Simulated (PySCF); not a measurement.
Species: Au(AsH3)Cl (singlet state).
SMILES: `[Cl][Au]<-[AsH3]`

The closed-shell ground state was solved at several levels (PySCF, density fitting, gas phase). Isolated species at its PBE0-D3(BJ)/def2-SVP geometry, gas phase. Atoms past krypton carry effective core potentials; spin–orbit coupling is left out.

```tsv
level	basis functions	total energy (Eh)	HOMO (eV)	LUMO (eV)	gap (eV)	dipole (D)
PBE0/pcSseg-1 (def2-TZVP on Au)	120	-2832.9932	-7.33	-0.99	6.34	8.05
wB97X-D/def2-SVPD	124	-2833.3701	-9.19	0.53	9.72	8.25
```

What might KT2/pcSseg-1 (def2-TZVP on Au) (120 basis functions) give for the same quantities?

Total energy -2846.5637 Eh, HOMO -6.22 eV, LUMO -1.89 eV, gap 4.33 eV, dipole 7.56 D.

Over all these levels, which gives the widest orbital gap and which the narrowest?

wB97X-D/def2-SVPD (range-separated hybrid) has the widest, 9.72 eV, and KT2/pcSseg-1 (def2-TZVP on Au) (GGA) the narrowest, 4.33 eV. Functional and basis both differ between the two, so the spread mixes both effects.

How far do the dipole and the HOMO energy spread over the levels?

The dipole runs from 7.56 to 8.25 D (mean 7.95 D) and the HOMO from -9.19 to -6.22 eV.

wB97X-D is run here without its empirical dispersion term; that term would change no orbital, density or response property at a fixed geometry.
